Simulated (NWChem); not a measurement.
Species: BaF cation; SMILES [Ba+][F]

```xyz
2

Ba     0.0000     0.0000    -0.2986
F      0.0000     0.0000     1.8582
```
Atoms are numbered in this order, from 1.

All runs: NWChem. Structure relaxed at the PBE0/def2-SVP level. def2 effective core potentials on Ba; no spin-orbit coupling.

Taking PBE/def2-QZVP as the yardstick, which of these has the fewest basis functions while keeping “highest occupied level (eV)” within 0.1 eV of it: PBE/def2-SVP; PBE/def2-TZVPP; PBE/def2-SVPD; PBE/def2-TZVP?

PBE/def2-SVPD.
```json
[
 {"level": "PBE/def2-SVP", "basis functions": "37", "highest occupied level (eV)": "-12.12", "relative time (rough)": "1"},
 {"level": "PBE/def2-SVPD", "basis functions": "49", "highest occupied level (eV)": "-12.34", "relative time (rough)": "1"},
 {"level": "PBE/def2-TZVP", "basis functions": "71", "highest occupied level (eV)": "-12.31", "relative time (rough)": "2"},
 {"level": "PBE/def2-TZVPP", "basis functions": "71", "highest occupied level (eV)": "-12.31", "relative time (rough)": "2"},
 {"level": "PBE/def2-QZVP", "basis functions": "101", "highest occupied level (eV)": "-12.34", "relative time (rough)": "5"}
]
```

The yardstick is one finite set, not the basis-set limit.
